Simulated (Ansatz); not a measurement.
A nudged elastic band was laid between two geometries of CH7AlOSi + ClH (13 atoms, charge 0, multiplicity 1).

The calculation used Ansatz 0.2.0, RHF/def2-SVP.

| Item | Value |
| --- | --- |
| movable images | 9 |
| climbing image | yes |
| spring | 5.0 eV/Å² |
| optimiser | quadratic models (default) |
| start path | through a guess of the saddle point |
| force threshold | 0.05 eV/Å |
| iteration limit | 60 |
| end points | relaxed |

First end point:

```xyz
13
Properties=species:S:1:pos:R:3
Al -0.067 -0.549 0.477
Si 0.776 1.788 0.595
C -1.921 -1.019 0.051
O 0.950 -1.808 0.992
H 1.674 0.333 -2.558
Cl 0.714 -0.506 -2.595
H -0.132 2.747 -0.095
H 2.102 1.903 -0.085
H 0.971 2.286 1.985
H -2.358 -0.365 -0.708
H -2.551 -0.937 0.945
H -1.997 -2.051 -0.301
H 1.839 -1.823 1.297
```

Last end point:

```xyz
13
Properties=species:S:1:pos:R:3
Al -0.035 -1.432 -0.472
Si 1.034 2.166 0.351
C -1.939 -1.219 -0.152
O 1.089 -1.220 0.770
H 0.244 1.357 -0.617
Cl 0.711 -2.048 -2.355
H 0.941 3.587 -0.058
H 2.448 1.732 0.311
H 0.469 1.996 1.706
H -2.425 -0.662 -0.958
H -2.126 -0.698 0.789
H -2.432 -2.195 -0.096
H 2.020 -1.365 0.781
```

(1) What changes between the two ends?

(2) What energy profile does the band end with?

(3) What is the geometry of the highest image?

Results:

(1) Bonds broken: Al1–Si2, H5–Cl6. Bonds formed: Al1–Cl6, Si2–H5. CH7AlOSi + ClH becomes CH4AlClO + H4Si.

(2) It converged. The highest image is number 4 of 0 to 10, 23.3 kcal/mol above the first end and 67.7 kcal/mol above the last; the last end lies 44.4 kcal/mol below the first. Neighbouring images differ by up to 1.7 eV, so the band resolves the path poorly. A vibrational analysis at the climbing image gives one clearly imaginary mode, 1202i cm⁻¹: a first-order saddle point. The orbitals stay closed-shell, which can raise the energy where a bond breaks towards radicals; this wasn't checked here.

```csv
image,path coordinate (Å),energy (kcal/mol),Al1–Si2 (Å),H5–Cl6 (Å),Al1–Cl6 (Å)
0,0.00,0.0,2.49,1.28,3.17
1,0.64,0.1,2.49,1.27,3.15
2,1.29,2.1,2.49,1.27,2.93
3,1.93,10.3,2.51,1.28,2.78
4,2.57,23.3,2.63,1.48,2.46
5,3.17,-15.9,2.86,2.06,2.24
6,3.76,-39.0,3.21,2.59,2.14
7,4.35,-43.1,3.50,3.03,2.12
8,4.94,-43.9,3.68,3.36,2.12
9,5.54,-44.3,3.73,3.59,2.12
10,6.13,-44.4,3.84,3.85,2.12
```

(3) 
```xyz
13
Properties=species:S:1:pos:R:3:forces:R:3
Al 0.091 -0.742 0.018 0.00 0.01 0.00
Si 0.829 1.773 0.225 0.00 0.01 0.00
C -1.848 -0.925 0.034 0.00 0.00 0.00
O 1.114 -1.756 0.890 -0.01 -0.01 0.01
H 0.900 0.404 -1.287 0.00 0.00 0.00
Cl 0.881 -0.663 -2.306 0.00 0.00 0.00
H 0.042 2.799 -0.507 0.00 0.00 0.00
H 2.268 2.134 0.157 0.00 -0.01 0.00
H 0.415 1.817 1.656 0.00 -0.01 0.00
H -2.341 -0.239 -0.659 0.00 0.00 0.00
H -2.245 -0.731 1.034 0.00 0.00 0.00
H -2.138 -1.944 -0.240 0.00 0.00 0.00
H 2.032 -1.926 0.985 0.01 0.01 -0.01
```

Time of the run: 7.5 min on 2 threads of Arm Neoverse V1, with other jobs on the host, peak memory 0.28 GiB.
